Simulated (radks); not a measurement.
Results of a calculation; reference values are marked as such.
The nuclear charge of the silicon ion Si+ is varied continuously with 13 electrons held in [Ne] 3s2 3p1. Level of theory: scalar-relativistic Kohn-Sham, LDA (Slater exchange, Perdew-Wang correlation), spin-polarised, spherical densities, finite nucleus; open shells are filled with parallel spins first; Fermi nuclear charge, rms radius 3.1224 fm (a radial shooting solver on a logarithmic mesh with Libxc functionals). By the Hellmann-Feynman theorem dE/dZ = E(electron-nucleus)/Z, the electronic potential at the nucleus (averaged over a nucleus of fixed radius). The scalar-relativistic energy here is not variational (the density holds large components alone), so the two differ by a part that grows with Z.

\begin{tabular}{lrrrrr}
Z & E (hartree) & E(electron-nucleus)/Z (hartree) & HOMO & e(HOMO) (eV) & <r> HOMO (bohr) \\ \hline
13.5 & -264.60347 & -46.7631 & 3p & -7.079 & 2.809 \\
13.75 & -276.43460 & -47.8681 & 3p & -9.484 & 2.604 \\
14 & -288.54200 & -48.9720 & 3p & -12.122 & 2.434 \\
14.25 & -300.92544 & -50.0752 & 3p & -14.987 & 2.289 \\
14.5 & -313.58479 & -51.1778 & 3p & -18.072 & 2.164 \\
14.75 & -326.51994 & -52.2801 & 3p & -21.373 & 2.054 \\
15 & -339.73082 & -53.3821 & 3p & -24.888 & 1.956 \\
\end{tabular}

The central difference of E at Z = 14 is -48.982 hartree, to compare with the third column; the second derivative is -4.42 hartree.
